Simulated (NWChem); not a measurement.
# GaCl₃; SMILES [Cl][Ga]([Cl])[Cl]

```xyz
4

Ga     0.0000     0.0000     0.0000
Cl    -2.0562     0.5866     0.0000
Cl     1.5362     1.4874     0.0000
Cl     0.5201    -2.0741     0.0000
```
Atoms are numbered in this order, from 1.

Computed with NWChem. The geometry was optimised at PBE-D3(BJ)/def2-SVP. Vertical excitations in the gas phase; the lowest state need not have the same character in each row.

Task: Among these, which level gives the highest value of “lowest excitation, singlet (eV)”?
(A) BHandHLYP/aug-cc-pVDZ, TDA
(B) B3LYP/aug-cc-pVDZ, TDA
(C) PBE/aug-cc-pVDZ, TDA

Result: A, BHandHLYP/aug-cc-pVDZ, TDA. Values: PBE/aug-cc-pVDZ, TDA 4.91; B3LYP/aug-cc-pVDZ, TDA 5.39; BHandHLYP/aug-cc-pVDZ, TDA 6.25
